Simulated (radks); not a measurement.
Sr3+, 35 electrons, occupied as [Ar] 3d10 4s2 4p5.

Calculated with a radial shooting solver on a logarithmic mesh with Libxc functionals: scalar-relativistic Kohn-Sham, BLYP, spin-polarised, spherical densities, point nucleus; open shells are filled with parallel spins first (spin-orbit coupling, left out, can overturn this in heavy ions).

Energy parts (eV):
part                       energy
total                  -86471.794
kinetic                 88681.939
electron-nucleus      -207202.487
Hartree                 34894.656
exchange-correlation    -2845.902

Orbitals (lengths in bohr, moments of r in powers of bohr):
| orbital | occ. | eigenvalue (eV) | <r^4> | <1/r> |
|---|---|---|---|---|
| 1s up | 1 | -15971.71 | 0.00001102 | 39.00 |
| 1s down | 1 | -15971.60 | 0.00001102 | 39.00 |
| 2s up | 1 | -2188.951 | 0.002122 | 8.703 |
| 2s down | 1 | -2188.882 | 0.002121 | 8.703 |
| 2p up | 3 | -1948.751 | 0.001527 | 8.498 |
| 2p down | 3 | -1948.639 | 0.001527 | 8.498 |
| 3s up | 1 | -363.7268 | 0.1213 | 2.918 |
| 3s down | 1 | -363.5845 | 0.1211 | 2.918 |
| 3p up | 3 | -286.2262 | 0.1399 | 2.763 |
| 3p down | 3 | -286.0673 | 0.1396 | 2.764 |
| 3d up | 5 | -158.1908 | 0.1858 | 2.509 |
| 3d down | 5 | -158.0114 | 0.1845 | 2.511 |
| 4s up | 1 | -69.3620 | 5.944 | 1.016 |
| 4s down | 1 | -68.3016 | 5.993 | 1.017 |
| 4p up | 3 | -50.4741 | 10.10 | 0.8897 |
| 4p down | 2 | -49.4378 | 10.34 | 0.8876 |

The highest occupied level is 4p down at -49.438 eV. The density falls to 0.001 e/bohr^3 at r = 3.16 bohr.
